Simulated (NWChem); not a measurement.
Molecule: NH2TeI; SMILES N[Te]I

```xyz
5

Te     0.2746     1.1923     0.0000
I      0.0492    -1.5494     0.0000
N     -1.6160     1.8543     0.0000
H     -2.1475     1.6343     0.8388
H     -2.1475     1.6343    -0.8388
```
Atoms are numbered in this order, from 1.

Level: PBE0/def2-SVP with def2 effective core potentials on Te, I (NWChem), optimised geometry, unscaled harmonic frequencies. def2 effective core potentials on Te, I; no spin-orbit coupling.

```tsv
frequency (cm⁻¹)	IR intensity (km/mol)
133	8.4
196	10.4
414	30.4
517	268.3
709	36.1
919	4.0
1540	16.3
3560	38.3
3680	50.0
```

- zero-point energy: 16.7 kcal/mol
- thermal correction to the enthalpy at 298.15 K (with zero-point energy): 20.2 kcal/mol
- heat capacity Cv: 13.7 cal/(mol K)
- entropy at 298.15 K and 1 atm (symmetry number 1): 77.9 cal/(mol K)

Rigid rotor and harmonic oscillator.
